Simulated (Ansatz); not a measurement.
(F3Ge)2NMe (CH₃F₆Ge₂N). Total charge 0; singlet. Geometry PBE-D4/def2-SVP, basis def2-TZVP, Ansatz.

| run | HOMO (eV) | LUMO (eV) |
| --- | --- | --- |
| A | -7.83 | -2.77 |
| B | -11.46 | 0.29 |
| C | -9.01 | -2.00 |
| D | -7.47 | -3.08 |
| E | -8.40 | -2.39 |

The runs used PBE, PBE0, r2SCAN, r2SCANh, ωB97X-V. Estimate which is which.

A r2SCAN (0 % exact exchange); B ωB97X-V (range-separated); C PBE0 (25 % exact exchange); D PBE (0 % exact exchange); E r2SCANh (10 % exact exchange). Exact exchange lowers occupied and raises empty levels; among semilocal functionals meta-GGAs tend to open the gap a little, and such runs are hard to tell apart. The gap grows from 4.39 eV (PBE) to 11.75 eV (ωB97X-V).
